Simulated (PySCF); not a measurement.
**Electron correlation in Ar²⁺ (argon, charge +2)**

[Ne] 3s2 3p4, high-spin 3P determinant. Calculation: PySCF 2.14, in cc-pV(T+d)Z; the non-relativistic Hamiltonian (point nucleus). Frozen: [Ne]; 6 electrons correlated.

MP2 pair energies summed by pair of shells (mhartree):

```json
{"pair": "3p-3p", "energy": "-61.70", "share (%)": "47.2"}
{"pair": "3s-3p", "energy": "-59.28", "share (%)": "45.4"}
{"pair": "3s-3s", "energy": "-9.63", "share (%)": "7.4"}
```

Total MP2 correlation energy: -130.62 mhartree.

Same-spin part -29.99 and opposite-spin part -100.63 mhartree; SCS-MP2 scales them by 1/3 and 6/5 to -130.75 mhartree.

```csv
level,correlation energy (mhartree)
CCSD,-157.10
(T),-4.14
CCSD(T),-161.24
```

Diagnostics: T1 = 0.0080, D1 = 0.0259, largest double amplitude 0.057.

Cost of the coupled-cluster step: 0.48 s of wall time on 1 thread of Neoverse-V2 (shared host), for 6 correlated electrons.

Iterations:

```
CC2 = 0
CCSD nocc = (np.int64(4), np.int64(2)), nmo = (34, 34)
frozen orbitals [[0, 1, 2, 3, 4], [0, 1, 2, 3, 4]]
max_cycle = 100
direct = 0
conv_tol = 1e-08
conv_tol_normt = 1e-06
diis_space = 8
diis_start_cycle = 0
Init t2, MP2 energy = -0.130618301992895
Init E_corr(UCCSD) = -0.130618301997173
cycle = 1  E_corr(UCCSD) = -0.150660401579272  dE = -0.0200420996  norm(t1,t2) = 0.0402027
cycle = 2  E_corr(UCCSD) = -0.155106133386337  dE = -0.00444573181  norm(t1,t2) = 0.0131473
cycle = 3  E_corr(UCCSD) = -0.157152748814313  dE = -0.00204661543  norm(t1,t2) = 0.00520246
cycle = 4  E_corr(UCCSD) = -0.157094830430881  dE = 5.79183834e-05  norm(t1,t2) = 0.000599128
cycle = 5  E_corr(UCCSD) = -0.157098217780092  dE = -3.38734921e-06  norm(t1,t2) = 7.38984e-05
cycle = 6  E_corr(UCCSD) = -0.157097950261575  dE = 2.67518516e-07  norm(t1,t2) = 1.21066e-05
cycle = 7  E_corr(UCCSD) = -0.157098205398241  dE = -2.55136666e-07  norm(t1,t2) = 1.68589e-06
cycle = 8  E_corr(UCCSD) = -0.157098134868797  dE = 7.05294439e-08  norm(t1,t2) = 3.81643e-07
cycle = 9  E_corr(UCCSD) = -0.15709813966971  dE = -4.80091256e-09  norm(t1,t2) = 7.50385e-08
UCCSD converged
E(UCCSD) = -525.4654774688748  E_corr = -0.1570981396697097
UCCSD(T) correction = -0.00413921282109419
```
